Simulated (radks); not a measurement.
Spherical jellium clusters: N electrons in a uniform positive sphere of charge N and radius rs N^(1/3), rs = 3.44 bohr. Method: non-relativistic Kohn-Sham, LDA (Slater exchange, Perdew-Wang correlation), spin-polarised, spherical densities; computed with a radial shooting solver with Libxc functionals. Levels are named by radial order and angular momentum (1s, 1p, 1d, 2s, ...), and open shells are averaged over m.

N = 22, configuration 1s2 1p6 1d10 2s2 1f(up 2, down 0). This is the lowest configuration that the search found. Occupied and some empty levels:

level    occupation  eigenvalue (eV)  <r> (bohr)
1s up             1          -6.1704       6.061
1s down           1          -6.0779       5.954
1p up             3          -5.2126       7.115
1p down           3          -5.0846       7.063
1d up             5          -3.9825       7.905
1d down           5          -3.8361       7.889
2s up             1          -3.3175       6.634
2s down           1          -3.2412       6.690
1f up             2          -2.5521       8.648
1f down           0          -2.4004       8.667
2p up             0          -1.8124       8.431
2p down           0          -1.7361       8.486
1g up             0         -0.99976       9.533
1g down           0         -0.85663       9.610
2d up             0         -0.56207       11.24
2d down           0         -0.49863       11.45

Energy (eV): total -39.0442, kinetic 49.730, external -1610.2, Hartree 792.10, exchange-correlation -90.497, background 819.81.
